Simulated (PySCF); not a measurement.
A PySCF script (with the pyscf-properties extension) for the NMR shieldings of `[BH3-][P@+](C)(C=C)CCC`, C$_{6}$H$_{16}$BP, on a GFN2-xTB geometry:

```python
import basis_set_exchange as bse
import numpy as np
from pyscf import gto, dft
from pyscf.prop import nmr

atoms = """
B    -0.696894   -0.485115    2.312454
P    -0.851073    0.049878    0.468890
C    -1.231102    1.831545    0.228474
C    -2.230645   -0.710353   -0.419206
C    -2.161859   -1.734049   -1.255749
C     0.603522   -0.231225   -0.632743
C     1.852188    0.451809   -0.082029
C     3.087053    0.107510   -0.906409
H    -1.783461   -0.293293    2.766238
H    -0.391144   -1.636149    2.289254
H     0.137468    0.230979    2.775569
H    -2.186893    2.043390    0.705151
H    -1.280099    2.094149   -0.827151
H    -0.464774    2.425022    0.723215
H    -3.195133   -0.309426   -0.125936
H    -3.047817   -2.173256   -1.686722
H    -1.224843   -2.177168   -1.549534
H     0.378310    0.116466   -1.645421
H     0.772120   -1.311228   -0.665611
H     2.000215    0.132673    0.951582
H     1.711924    1.535225   -0.079651
H     3.968172    0.591902   -0.492390
H     2.965905    0.437478   -1.936819
H     3.257124   -0.966999   -0.907898
"""
names = dict.fromkeys(["B", "P", "C", "H"], "pcSseg-1")
basis = {el: gto.basis.parse(bse.get_basis(n, elements=[el], fmt="nwchem")) for el, n in names.items()}
mol = gto.M(atom=atoms, basis=basis, charge=0, verbose=0)
mf = dft.RKS(mol, xc="PBE0")
mf.grids.level = 2
mf.grids.alignment = dft.numint.BLKSIZE   # the property module wants whole blocks of grid points
mf.conv_tol = 1e-9
mf.kernel()

calc = nmr.RKS(mf)   # GIAO
C = mf.mo_coeff
Co = C[:, mf.mo_occ > 0]
resp = mf.gen_response(singlet=True, hermi=2)
def vind(x):   # induced exchange potential for any number of trial vectors
    d = np.einsum("pi,xij,qj->xpq", C, 2 * x.reshape(-1, C.shape[1], Co.shape[1]), Co, optimize=True)
    return np.einsum("xpq,pi,qj->xij", resp(d - d.transpose(0, 2, 1)), C, Co, optimize=True).ravel()
mo1, _ = nmr.rhf.solve_mo1(calc, with_cphf=vind)
sigma = calc.kernel(mo1)
for i, s in enumerate(sigma):   # ppm
    print("%2d %-2s %9.2f" % (i, mol.atom_pure_symbol(i), np.trace(s) / 3))
```

Task: What are the results?

Result: 
```
 0 B     148.74
 1 P     321.99
 2 C     172.63
 3 C      41.00
 4 C      52.92
 5 C     154.99
 6 C     167.00
 7 C     168.30
 8 H      30.95
 9 H      31.21
10 H      31.01
11 H      30.35
12 H      30.69
13 H      30.25
14 H      25.25
15 H      25.49
16 H      25.84
17 H      30.35
18 H      30.01
19 H      29.83
20 H      30.46
21 H      30.23
22 H      30.71
23 H      30.69
```

These numbers come from an equivalent density-fitted implementation of the same equations, which agrees with the script to about 0.01 ppm for H and up to a few tenths of a ppm for heavy atoms, so last digits may differ.

Size and cost of the density-fitted run: 223 basis functions, 56 s wall time on 1 thread of an Arm Neoverse V1, shared host.
